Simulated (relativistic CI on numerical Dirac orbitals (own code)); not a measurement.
## Charge states of germanium

Computed by Dirac-Coulomb-Breit CI, orbitals from a KLI potential per configuration, model QED, valence Slater integrals scaled by 0.9 (own radial code, finite nucleus).

Each species is treated in one configuration, given outside its closed core. Radial values are for the open shell of highest l, unscaled and averaged over j; ζ includes the Breit term. Labels give the leading LS character, summed over repeated terms.

```
  Ion  Configuration  Its lowest level  LS weight (%)  ζ (cm⁻¹)  ⟨r⟩ (bohr)  ⟨r²⟩ (bohr²)    g_J  g√(J(J+1))
Ge²⁴⁺         2s²2p⁴               ³P2             82    181000      0.1742        0.0368  1.403        3.44
Ge²⁵⁺         2s²2p³            ⁴S°3/2             60    187100      0.1717       0.03571  1.663        3.22
Ge²⁶⁺         2s²2p²               ³P0             84    193400      0.1694       0.03469               0.00
Ge²⁷⁺          2s²2p                 ?              ?         ?           ?             ?      ?           ?
Ge²⁸⁺            2s²               ¹S0            100                                                   0.00
Ge²⁹⁺             2s             ²S1/2            100                0.1913       0.04284  1.994        1.73
Ge³⁰⁺            1s²               ¹S0            100                                                   0.00
```

Q: Fill in the row of Ge²⁷⁺.

A: Its lowest level ²P°1/2; LS weight (%) 100; ζ (cm⁻¹) 199800; ⟨r⟩ (bohr) 0.1671; ⟨r²⟩ (bohr²) 0.03373; g_J 0.658; g√(J(J+1)) 0.57.
